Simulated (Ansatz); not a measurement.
Geometry optimisation, RKS B3LYP/STO-3G (Ansatz).

input.yaml

```yaml
crystal:
  periodic: [false, false, false]
  atoms:
    - { symbol: C, position_ang: [1.1172, 1.0687, 1.7065] }
    - { symbol: Si, position_ang: [1.4208, -0.1877, 0.4234] }
    - { symbol: F, position_ang: [0.9351, -1.6033, 1.0062] }
    - { symbol: C, position_ang: [0.5491, 0.1351, -1.1803] }
    - { symbol: "N", position_ang: [-0.9849, 0.2226, -1.0672] }
    - { symbol: Si, position_ang: [-2.0924, -1.0286, -0.8199] }
    - { symbol: H, position_ang: [1.3772, 2.1091, 1.3362] }
    - { symbol: H, position_ang: [0.0433, 1.1559, 1.942] }
    - { symbol: H, position_ang: [1.6309, 0.9402, 2.6585] }
    - { symbol: H, position_ang: [2.8854, -0.2347, 0.1688] }
    - { symbol: H, position_ang: [0.724, -0.6523, -1.8851] }
    - { symbol: H, position_ang: [0.8585, 1.0763, -1.5818] }
    - { symbol: H, position_ang: [-1.2916, 1.0337, -0.4615] }
    - { symbol: H, position_ang: [-3.4593, -0.5049, -1.1298] }
    - { symbol: H, position_ang: [-1.7064, -2.1778, -1.702] }
    - { symbol: H, position_ang: [-2.0299, -1.3748, 0.6302] }
basis:
  gaussian: { orbitals: STO-3G }
hamiltonian:
  xc: b3lyp
relax:
  f_tol: 0.02
  max_steps: 40
```

Command:

```bash
$ ansatz run input.yaml --threads 1 --pin off --max-ram 2048MiB --backend cpu --events-out ev --progress --plain --runs-dir out
```

Problem. Where does it end, and by what steps?

Solution. The forces met the threshold. Limits of this set-up: minimal basis. After 10 steps the energy has fallen by 0.625 eV; H16 moved furthest, 0.31 Å.

```tsv
step	energy less start (eV)	largest force component (eV/Å)	accepted
0	0.0000	3.129	yes
1	-0.5333	1.138	yes
2	-0.6043	0.226	yes
3	-0.6153	0.124	yes
4	-0.6192	0.124	yes
5	-0.6217	0.076	yes
6	-0.6233	0.051	yes
7	-0.6242	0.053	yes
8	-0.6247	0.046	yes
9	-0.6250	0.025	yes
10	-0.6252	0.015	yes
```

```xyz
16
Properties=species:S:1:pos:R:3
C 1.007 1.113 1.711
Si 1.421 -0.223 0.451
F 1.010 -1.697 1.055
C 0.499 0.105 -1.196
N -0.987 0.373 -1.174
Si -2.047 -0.994 -0.778
H 1.307 2.101 1.338
H -0.067 1.152 1.931
H 1.532 0.945 2.660
H 2.851 -0.204 0.192
H 0.667 -0.749 -1.877
H 0.989 0.973 -1.677
H -1.157 1.188 -0.532
H -3.408 -0.513 -0.828
H -1.827 -2.023 -1.767
H -1.813 -1.571 0.535
```

Whether the end is a true minimum wasn't checked by a vibrational analysis.

Time of the run: 56 s on 1 thread of Arm Neoverse V1 (shared host), peak memory 0.16 GiB.
